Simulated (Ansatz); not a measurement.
Geometry optimisation, RKS PBE-D4/STO-3G (Ansatz).

Input:

```yaml
crystal:
  periodic: [false, false, false]
  atoms:
    - { symbol: C, position_ang: [-2.9494, -0.3439, 0.554] }
    - { symbol: C, position_ang: [-1.8401, -0.2044, 0.25] }
    - { symbol: C, position_ang: [-0.4414, -0.079, -0.1226] }
    - { symbol: C, position_ang: [0.4723, -1.1402, 0.6328] }
    - { symbol: Si, position_ang: [2.1422, -1.3981, -0.0064] }
    - { symbol: O, position_ang: [0.0831, 1.2182, 0.2963] }
    - { symbol: C, position_ang: [-0.2584, 2.2488, -0.5912] }
    - { symbol: H, position_ang: [-3.9881, -0.3645, 0.8007] }
    - { symbol: H, position_ang: [-0.2862, -0.1832, -1.1517] }
    - { symbol: H, position_ang: [-0.1069, -2.1193, 0.5799] }
    - { symbol: H, position_ang: [0.4397, -0.9048, 1.7258] }
    - { symbol: H, position_ang: [2.1246, -1.7345, -1.4153] }
    - { symbol: H, position_ang: [2.9177, -0.143, 0.1657] }
    - { symbol: H, position_ang: [2.7657, -2.4972, 0.7588] }
    - { symbol: H, position_ang: [-1.3733, 2.3453, -0.6379] }
    - { symbol: H, position_ang: [0.1499, 3.2151, -0.2037] }
    - { symbol: H, position_ang: [0.1295, 2.0845, -1.5951] }
basis:
  gaussian: { orbitals: STO-3G }
hamiltonian:
  xc: pbe
  dispersion: d4
relax:
  f_tol: 0.02
  max_steps: 40
output:
  orbitals: {}
```

Launched with:

```bash
$ ansatz run input.yaml --threads 1 --pin off --max-ram 2048MiB --backend cpu --events-out ev --progress --plain --runs-dir out
```

Problem. Where does it end, and by what steps?

Solution. It converged. Limits of this set-up: minimal basis. After 15 steps the energy has fallen by 0.865 eV; H12 moved furthest, 0.99 Å.

```json
{"step": "0", "energy less start (eV)": "0.0000", "largest force component (eV/Å)": "6.974", "accepted": "yes"}
{"step": "1", "energy less start (eV)": "-0.7451", "largest force component (eV/Å)": "1.985", "accepted": "yes"}
{"step": "2", "energy less start (eV)": "-0.8135", "largest force component (eV/Å)": "0.822", "accepted": "yes"}
{"step": "3", "energy less start (eV)": "-0.8265", "largest force component (eV/Å)": "0.179", "accepted": "yes"}
{"step": "4", "energy less start (eV)": "-0.8323", "largest force component (eV/Å)": "0.136", "accepted": "yes"}
{"step": "5", "energy less start (eV)": "-0.8398", "largest force component (eV/Å)": "0.193", "accepted": "yes"}
{"step": "6", "energy less start (eV)": "-0.8440", "largest force component (eV/Å)": "0.191", "accepted": "yes"}
{"step": "7", "energy less start (eV)": "-0.8481", "largest force component (eV/Å)": "0.178", "accepted": "yes"}
{"step": "8", "energy less start (eV)": "-0.8529", "largest force component (eV/Å)": "0.216", "accepted": "yes"}
{"step": "9", "energy less start (eV)": "-0.8560", "largest force component (eV/Å)": "0.220", "accepted": "yes"}
{"step": "10", "energy less start (eV)": "-0.8588", "largest force component (eV/Å)": "0.214", "accepted": "yes"}
{"step": "11", "energy less start (eV)": "-0.8613", "largest force component (eV/Å)": "0.169", "accepted": "yes"}
{"step": "12", "energy less start (eV)": "-0.8636", "largest force component (eV/Å)": "0.083", "accepted": "yes"}
{"step": "13", "energy less start (eV)": "-0.8638", "largest force component (eV/Å)": "0.115", "accepted": "yes"}
{"step": "14", "energy less start (eV)": "-0.8647", "largest force component (eV/Å)": "0.024", "accepted": "yes"}
{"step": "15", "energy less start (eV)": "-0.8648", "largest force component (eV/Å)": "0.017", "accepted": "yes"}
```

```xyz
17
Properties=species:S:1:pos:R:3
C -2.980 -0.007 0.799
C -1.857 -0.117 0.344
C -0.449 -0.222 -0.183
C 0.360 -1.371 0.518
Si 2.213 -1.157 0.192
O 0.347 1.017 0.057
C -0.250 2.095 -0.758
H -3.985 0.085 1.200
H -0.506 -0.431 -1.289
H -0.005 -2.342 0.134
H 0.153 -1.348 1.604
H 2.437 -0.822 -1.206
H 2.788 -0.133 1.047
H 2.883 -2.418 0.477
H -1.306 2.313 -0.468
H 0.370 2.999 -0.576
H -0.232 1.858 -1.852
```

Whether the end is a true minimum wasn't checked by a vibrational analysis.

Time of the run: 39 s on 1 thread of Intel(R) Xeon(R) 6975P-C (Granite Rapids) (shared host), peak memory 0.15 GiB.
